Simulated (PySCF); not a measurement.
**Ionisation energy of Kr by level of theory**

Kr [Kr] (1S) → Kr⁺ [Ar] 3d10 4s2 4p5 (2P), as a difference of total energies. Calculation: PySCF 2.14, in x2c-TZVPPall with one added diffuse shell each of s, p, d type (7s6p5d1f, 57 functions); the spin-free X2C one-electron Hamiltonian (Gaussian nucleus). Correlated levels: valence and next inner shell: [Ne] frozen. The calculations carry no spin-orbit coupling.

```tsv
method	ionisation energy (eV)	plus first-order spin-orbit estimate	error of that sum (eV)
UHF	13.055	12.841	-1.159
MP2 (valence and next inner shell)	14.049	13.836	-0.164
SCS-MP2 (valence and next inner shell)	13.947	13.733	-0.267
CCSD (valence and next inner shell)	13.897	13.683	-0.317
CCSD(T) (valence and next inner shell)	13.943	13.729	-0.271
```

Reference: 14.000 eV (measured; NIST Atomic Spectra Database, ionization energies).

A first-order spin-orbit estimate (lowest level to lowest level, LS coupling) adds -0.214 eV.

Errors of the correlated levels include the incompleteness of this basis and the frozen core.
